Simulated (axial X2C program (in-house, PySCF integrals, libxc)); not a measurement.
## TeSe⁻: from the spin-free to the two-component result

Computed with an in-house all-electron X2C program for linear molecules (integrals from PySCF). Spin-free means the one-electron spin-free X2C Hamiltonian; two-component (2c) means X2C with spin–orbit coupling and atomic mean-field two-electron Coulomb and Gaunt terms, so the difference of the two also holds small scalar two-electron terms. Basis: Te dyall-acv3z [12s13p9d5f1g], Se dyall-acv3z [9s10p7d5f1g] (cores contracted in-house); Gaussian nuclei, density fitting, unrestricted open shells. Masses: Te 129.906 u, Se 79.917 u.

Spin-free state: M_S = 1/2, Λ = 1 (beyond evenly filled blocks: π+α, π+β, π-α); fragments Te- + Se for PBE0; Te + Se- for PW91.

```csv
level,Re (Å),ωe (cm⁻¹),De (eV),μ (D)
PBE0,2.461,273.4,3.202,-1.26
PW91,2.497,253.3,3.493,-1.24
```

Dipoles are positive if Se is the positive end and refer to the centre of mass.

(1) Within this multiplet, which Ω should lie lowest by the rule for regular and inverted multiplets?

Two-component determinant lowest at the distance of the search:

Ω = 3/2 (⟨Sz⟩ = 0.50, ⟨Lz⟩ = 1.00 at PBE0); fragments Te + Se-.

| level | Re (Å) | ωe (cm⁻¹) | De (eV) | μ (D) |
| --- | --- | --- | --- | --- |
| PBE0 | 2.466 | 270.4 | 3.119 | -1.48 |
| PW91 | 2.503 | 249.9 | 3.379 | -1.44 |

(2) From the two tables, how do the constants change at the PBE0 level (2c against spin-free)?

Occupations by symmetry block were frozen at the best pattern of an incomplete PBE0 search. Dissociation energies refer to the lowest single-determinant-based atoms at the same level and basis. Density functionals use the spin component along the axis (collinear). The functionals have no current-density term, which raises determinants with orbital currents, atoms included. The highest occupied level of some functionals is positive through self-interaction error; at Hartree–Fock it is bound.

Results:

(1) The open π shell holds three electrons, one hole, so the multiplet is inverted: Ω = Λ + 1/2 = 3/2. The PBE0 2c search agrees.

(2) At the PBE0 level Re goes up by 0.005 Å and ωe falls by 3.0 cm⁻¹; De is not compared, since the atomic limits differ or miss part of their spin–orbit lowering.
